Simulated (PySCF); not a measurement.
Work out the structure from these simulated measurements.

Formula: C4H12B2.

* Valence photoelectron: vertical ionisation energy: 10.70 eV [ΔSCF CAM-B3LYP/def2-SVPD]
* Polarisability: 78.2 au [CAM-B3LYP/def2-SVPD]
* Rotational structure: rotational constants A, B, C: 7.095, 1.609, 1.473 GHz [PBE0-D3(BJ)/def2-SVP]
* 1H NMR: chemical shifts (computed TMS as zero) by class: 7.72 (2 H), 7.49 (1 H), 3.90 (2 H), 1.70 (2 H), 1.31 (2 H), 1.08 (3 H) ppm [GIAO CAM-B3LYP/pcSseg-1]
* NMR, other nuclei: isotropic shieldings of nuclei other than C and H, by class: 8 (1 B), 8 (1 B) ppm [GIAO CAM-B3LYP/pcSseg-1]
* Couplings: largest of the computed one-bond spin–spin couplings (means over like bonds): 11B–1H +137.4 (×2), 11B–1H +133.6, 13C–1H +132.9 (×2), 13C–1H +131.3 (×3), 13C–1H +129.8 (×2), 13C–1H +116.3 (×2), 13C–11B +51.7, 13C–11B +39.4 Hz [B3LYP/pcJ-1, spin–dipole term left out for some pairs]
* Dipole: 0.85 D [CAM-B3LYP/def2-SVPD]
* Triplet: lowest triplet excitation (Tamm–Dancoff): 4.82 eV [TDA CAM-B3LYP/def2-SVPD]
* UV, first state: lowest singlet excitation: 5.40 eV (230 nm, f = 0.001) [TDDFT CAM-B3LYP/def2-SVPD]
* 13C NMR: chemical shifts (computed TMS as zero) by class: 61.0 (1 C), 40.0 (1 C), 20.9 (1 C), 18.6 (1 C) ppm [GIAO CAM-B3LYP/pcSseg-1]

Gas-phase values; electronic properties from PySCF, density fitting. Levels stand in brackets. One conformer (not necessarily the lowest) at the PBE0-D3(BJ)/def2-SVP geometry, without solvent, vibrations or thermal averaging. NMR values are class means; diastereotopic atoms form classes of their own.

**Question.** Propose a structure and show how it fits.

**Answer.** Numbering: `[BH2:1][CH2:2][BH:3][CH2:4][CH2:5][CH3:6]`. 4 carbons fall into 4 classes; from least to most shielded: sp3 carbon bound to boron [C2] (61.0 ppm), sp3 carbon bound to boron [C4] (40.0 ppm), chain CH2 carbon [C5] (20.9 ppm), methyl carbon [C6] (18.6 ppm). Hydrogen classes from least to most shielded: 2 H on a three-coordinate boron, B1 (7.72 ppm), 1 H on a three-coordinate boron, B3 (7.49 ppm), 2 H on an sp3 carbon bound to boron, C2 (3.90 ppm), 2 H on a chain CH2 carbon, C5 (1.70 ppm), 2 H on an sp3 carbon bound to boron, C4 (1.31 ppm, a mean of values up to 1.0 ppm apart in this geometry), 3 H on a methyl carbon, C6 (1.08 ppm). The other shieldings belong to: 8 ppm, three-coordinate boron [B1]; 8 ppm, three-coordinate boron [B3]. The couplings run between: +137.4 Hz, three-coordinate boron [B1] and its hydrogen (with 1 like pair); +133.6 Hz, three-coordinate boron [B3] and its hydrogen; +132.9 Hz, sp3 carbon bound to boron [C2] and its hydrogen (with 1 like pair); +131.3 Hz, methyl carbon [C6] and its hydrogen (with 2 like pairs); +129.8 Hz, chain CH2 carbon [C5] and its hydrogen (with 1 like pair); +116.3 Hz, sp3 carbon bound to boron [C4] and its hydrogen (with 1 like pair); +51.7 Hz, sp3 carbon bound to boron [C4] and three-coordinate boron [B3]; +39.4 Hz, sp3 carbon bound to boron [C2] and three-coordinate boron [B1]. S1 is mainly HOMO→LUMO (weight 0.71); the largest Löwdin shares of the orbital it empties are 0.23 on a three-coordinate boron, 0.20 on an sp3 carbon bound to boron, 0.12 on a B–H hydrogen and 0.09 on an sp3 carbon bound to boron, of the orbital it fills 0.34 on a three-coordinate boron, 0.20 on a three-coordinate boron, 0.17 on an sp3 carbon bound to boron and 0.06 on a B–H hydrogen. The optimised geometry has point group C1 and is an asymmetric top. Structure: `BCBCCC`. The assignments are read from this structure; whether some other isomer fits the data as well wasn't checked.

Shape of the structure used: `[BH2:1][CH2:2][BH:3][CH2:4][CH2:5][CH3:6]`: B1–C2–B3–C4 93°, C2–B3–C4–C5 6°, B3–C4–C5–C6 -177°.
